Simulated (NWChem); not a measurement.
System: ZnF cation; SMILES [F][Zn+]

```xyz
2

Zn     0.0000     0.0000    -0.3923
F      0.0000     0.0000     1.3267
```
Atoms are numbered in this order, from 1.

All runs use the structure optimised with PBE0/def2-SVP.

**Question.** List the 6 lowest vertical singlet excitations from LDA (Slater exchange, VWN5)/def2-SVPD, TDA (NWChem).

**Answer.** 
| state | energy (eV) | oscillator strength | leading excitation (squared amplitude) |
|---|---|---|---|
| S1 | 2.68 | 0.005 | HOMO → LUMO (1.00) |
| S2 | 2.68 | 0.005 | HOMO−1 → LUMO (1.00) |
| S3 | 5.46 | 0.119 | HOMO−2 → LUMO (0.82) |
| S4 | 7.82 | 0.000 | HOMO−1 → LUMO+2 (0.50) |
| S5 | 7.88 | 0.000 | HOMO−1 → LUMO+1 (0.49) |
| S6 | 7.88 | 0.000 | HOMO−1 → LUMO+2 (0.49) |
